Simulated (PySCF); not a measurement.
Geometry:
```csv
atom,x (Å),y (Å),z (Å)
C1,1.470,1.135,0.745
C2,2.435,0.015,0.361
C3,1.702,-1.247,-0.052
C4,1.335,-1.447,-1.495
C5,0.263,-1.183,-0.480
C6,-0.507,0.125,-0.472
C7,-1.525,0.101,0.652
C8,-2.747,0.963,0.571
C9,-2.867,-0.523,0.422
C10,0.424,1.338,-0.346
H11,0.975,0.889,1.685
H12,2.030,2.061,0.896
H13,3.093,-0.203,1.205
H14,3.067,0.358,-0.463
H15,2.000,-2.134,0.493
H16,1.411,-2.436,-1.922
H17,1.581,-0.657,-2.188
H18,-0.359,-2.030,-0.214
H19,-1.059,0.212,-1.417
H20,-1.091,-0.039,1.634
H21,-3.120,1.423,1.474
H22,-2.881,1.572,-0.311
H23,-3.081,-0.917,-0.561
H24,-3.323,-1.086,1.222
H25,0.934,1.511,-1.296
H26,-0.180,2.221,-0.127
```

- shielding tensors at PBE0/pcSseg-1 (GIAO)
- geometry: GFN2-xTB
- code: PySCF 2.14
- one conformer, non-relativistic Hamiltonian, in vacuum

Scale: ¹³C (σref 186.93), ¹H (σref 31.72) vs TMS (reference shieldings calculated alike).

```
atoms  nucleus  count  Hirshfeld charge  δ (ppm)
  H17       ¹H      1              0.04    -0.25
  H15       ¹H      1              0.04     1.02
   C2      ¹³C      1             -0.07        ?
  H14       ¹H      1              0.03     1.35
   C8      ¹³C      1             -0.09      6.3
  H19       ¹H      1              0.03        ?
   C5      ¹³C      1             -0.04     18.7
   C4      ¹³C      1             -0.10     14.1
  H20       ¹H      1              0.04        ?
  H23       ¹H      1              0.04     0.22
   C7      ¹³C      1             -0.04     19.6
  H22       ¹H      1              0.04     0.10
  H16       ¹H      1              0.04        ?
   C6      ¹³C      1             -0.02     42.0
  H26       ¹H      1              0.04     1.59
  H24       ¹H      1              0.04     0.59
   C1      ¹³C      1             -0.07     21.7
  H21       ¹H      1              0.04        ?
  C10      ¹³C      1             -0.07        ?
   C3      ¹³C      1             -0.04     12.4
  H18       ¹H      1              0.04     0.95
  H25       ¹H      1              0.03        ?
   C9      ¹³C      1             -0.09      7.5
  H13       ¹H      1              0.04     2.15
  H12       ¹H      1              0.04        ?
  H11       ¹H      1              0.03     1.39
```

Question: Fill in the missing shifts.

Answer: 
- C10: 29.3 ppm, sp3 CH2 in a ring; aliphatic region, no heteroatom directly attached
- C2: 29.2 ppm, sp3 CH2 in a ring; aliphatic region, no heteroatom directly attached
- H12: 1.18 ppm, hydrogen on an sp3 CH2 in a ring; far from electronegative atoms and π systems
- H20: 1.07 ppm, hydrogen on a three-membered-ring carbon; cyclopropane-type protons are shielded by the ring
- H25: 1.06 ppm, hydrogen on an sp3 CH2 in a ring; far from electronegative atoms and π systems
- H19: 0.84 ppm, hydrogen on an sp3 CH in a ring; far from electronegative atoms and π systems
- H16: 0.71 ppm, hydrogen on a three-membered-ring carbon; cyclopropane-type protons are shielded by the ring
- H21: 0.45 ppm, hydrogen on a three-membered-ring carbon; cyclopropane-type protons are shielded by the ring

Shifts are as computed. Against solution values, carbons near 30 ppm lie about +3 ppm off and those near 130 ppm about +5 ppm. Of 1211 compounds with measured shifts, 218 miss one by over three times the rms of a fit or turn the order of signals round; such compounds aren't used in these exercises.
